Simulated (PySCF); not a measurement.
**Magnetic susceptibility: `O(B(OCCC)[AsH2])C`, C4H12AsBO2**

Geometry:
```tsv
atom	x (Å)	y (Å)	z (Å)
C1	3.436	0.534	-0.066
C2	2.297	-0.476	-0.073
C3	0.937	0.205	0.028
O4	-0.082	-0.779	0.009
B5	-1.395	-0.495	0.116
As6	-2.568	-2.170	0.120
O7	-1.774	0.797	0.251
C8	-3.098	1.225	0.404
H9	3.418	1.126	0.847
H10	4.393	0.023	-0.126
H11	3.353	1.211	-0.914
H12	2.324	-1.065	-0.992
H13	2.405	-1.167	0.766
H14	0.861	0.783	0.958
H15	0.786	0.895	-0.811
H16	-3.344	-1.764	-1.111
H17	-1.611	-2.921	-0.745
H18	-3.205	1.719	1.374
H19	-3.333	1.943	-0.386
H20	-3.805	0.386	0.349
```

Computed, not measured: PySCF, GIAO BHandHLYP/pcSseg-1 magnetisability, rotational g tensor and spin-rotation constants, non-relativistic, gas phase. Geometry: GFN2-xTB.

The calculation is non-relativistic, which matters for the atoms heavier than Zn.

(1) What are the magnetisability and the molar susceptibility?

(2) Split it along the inertial axes a, b, c into diamagnetic and paramagnetic parts about the centre of mass, with the quadrupole moment.

(3) And the rotational g tensor?

Results:

(1) Isotropic -1674 × 10⁻³⁰ J/T², or -100.8 × 10⁻⁶ cm³/mol; principal values -1748, -1655, -1618 × 10⁻³⁰ J/T², anisotropy 116 × 10⁻³⁰ J/T² (root of half the summed squared differences of the principal values). The susceptibility is in cgs units.

(2) 
```tsv
axis	χ (10⁻⁶ cm³/mol)	diamagnetic (10⁻⁶ cm³/mol)	paramagnetic (10⁻⁶ cm³/mol)	summed x² of all electrons (Å²)	quadrupole Θ (D Å)
a	-104.9	-690.2	585.3	494.4	-0.13
b	-98.9	-2188.8	2089.9	141.2	+1.77
c	-98.5	-2696.6	2598.1	21.5	-1.63
```
Anisotropies 2χaa − χbb − χcc = -12.5 and 2χbb − χaa − χcc = +5.8 × 10⁻⁶ cm³/mol. Θ is traceless in Buckingham's convention.

(3) 
| axis | rotational constant (GHz) | g | nuclear part | electronic part |
| --- | --- | --- | --- | --- |
| a | 2.1547 | -0.0038 | 0.5887 | -0.5925 |
| b | 0.5738 | -0.0029 | 0.5604 | -0.5633 |
| c | 0.4602 | -0.0020 | 0.5597 | -0.5617 |

Asymmetric top; isotopes 75As, 11B, 12C, 1H, 16O; no vibrational averaging.
